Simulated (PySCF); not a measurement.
# How methods differ on the ionisation energy of Tl(68+)

Tl(68+) [Ne] 3s2 3p1 [3p1/2^1, M_J = 1/2] → Tl(69+) [Ne] 3s2, as a difference of total energies. All numbers are calculated (PySCF 2.14, the two-component X2C-1e Hamiltonian, in an even-tempered Gaussian basis (17 s from 24 bohr⁻², ratio 2.4; 14 p from 31 bohr⁻², ratio 2.4; 4 d from 100 bohr⁻², ratio 2.6; 4 f from 150 bohr⁻², ratio 2.6)). Correlated levels: 1s2 frozen; the 46 highest virtual spinors dropped. "Screened" scales the spin-orbit matrix elements by Boettger's factors to mimic the two-electron term; Breit and QED terms are absent.

| method | ionisation energy (eV) |
| --- | --- |
| GHF (spin-free) | 8019.6 |
| GMP2 (spin-free) | 8020.3 |
| GHF (screened spin-orbit) | 8428.5 |
| GMP2 (screened spin-orbit) | 8428.5 |

Breit and QED terms and the two-electron picture change are absent.

The spin-free rows lack the spin-orbit shift.

For comparison: 8420 ± 50 eV (theoretical estimate listed by NIST; NIST Atomic Spectra Database, ionization energies).
